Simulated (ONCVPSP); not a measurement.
# Before and after: ONCV potential for Ir (Z = 77)

| Item | Value |
| --- | --- |
| Element | Ir (Z = 77) |
| Generator | ONCVPSP 4.0.1 |
| Type | optimised norm-conserving Vanderbilt (ONCV) |
| Functional | BLYP |
| Relativity | scalar-relativistic |
| Frozen core | [Xe] |
| Valence charge | 23 |
| Reference configuration | 4f14 5d7.5 6s1.5 |
| Partial waves | 6s: rc 2.60 bohr, ncon 4, nbas 7, qcut 2.8 1/bohr, 2 projectors, debl 3.3 Ha; p scattering state at 0.19 Ha: rc 2.30 bohr, ncon 4, nbas 7, qcut 3.6 1/bohr, 2 projectors, debl 1.4 Ha; 5d: rc 2.45 bohr, ncon 3, nbas 7, qcut 6.6 1/bohr, 2 projectors, debl 2.9 Ha; 4f: rc 0.95 bohr, ncon 3, nbas 8, qcut 18.4 1/bohr, 2 projectors, debl 3.6 Ha |
| Local potential | polynomial inside 0.70 bohr (lpopt 5, dvloc0 0 Ha) |
| Core correction | none |

All-electron outer shells of the reference configuration (BLYP, scalar-relativistic, ld1.x):

```tsv
shell	level (eV)	outermost node (bohr)	outermost maximum (bohr)
4f	-60.67	–	0.39
5p	-53.34	0.54	1.01
5d	-6.12	0.59	1.31
6s	-5.89	1.17	2.41
```

Change: functional PBE.

Cutoffs: the cutoffs (Ha) at which the residual kinetic energy of the hardest occupied pseudo-wave falls to 1 and 0.1 mHa per electron; they do not see the model core or the augmentation charge, which bear on the density cutoff. Errors are all-electron minus pseudo energies relative to the spin-unpolarised reference configuration.

**Question.** What does the change do?

**Answer.** The potential gets neither clearly harder nor softer (145 Ha and 156 Ha → 145 Ha and 156 Ha); both files keep a bound ghost (p, s); the lowest positive-energy flag moves from p at 1.4 eV to d at 88.7 eV; of the 4 tests that both files solve, the error grows in 0 and shrinks in 2 by more than 15 % and 0.3 meV (median size 18.3 → 16.8 meV); the range in which the d phases agree narrows (upper end at the end of the scan → 3.2).

| quantity | base | changed |
| --- | --- | --- |
| cutoff, loose | 145 Ha | 145 Ha |
| cutoff, tight | 156 Ha | 156 Ha |
| loose cutoff by channel | s 4.1 Ha, d 14 Ha, f 145 Ha | s 4.1 Ha, d 14 Ha, f 145 Ha |
| bound ghosts | s, p | s, p |
| GHOST(+) flags under 300 eV | p at 1.4 eV, d at 90.6 eV | d at 88.7 eV |
| error for 4f14 5d7 6s2, meV [ΔE 0.24 → 0.29 eV] | -2.6 | -2.5 |
| error for 4f14 5d7 6s1, meV [ΔE 10.09 → 10.17 eV] | +3.6 | +1.7 |
| error for 4f14 5d7 6s0, meV [ΔE 27.63 eV] | +33 | +31 |
| error for 4f14 5d6 6s0, meV [ΔE 58.08 → 58.18 eV] | +83 | +67 |
| s: phases at 2.64 bohr within 0.05 rad from the reference energy up to (Ha; the scan ends near 5) | n/a | n/a |
| p: phases at 2.33 bohr within 0.05 rad from the reference energy up to (Ha; the scan ends near 5) | 4.3 | 4.3 |
| d: phases at 2.49 bohr within 0.05 rad from the reference energy up to (Ha; the scan ends near 5) | to the end of the scan | 3.2 |
| f: phases at 0.97 bohr within 0.05 rad from the reference energy up to (Ha; the scan ends near 5) | to the end of the scan | to the end of the scan |

 A true bound ghost makes a file unfit for plane-wave use even where its test errors are small: the radial tests pick states by their node count and pass the ghost by.
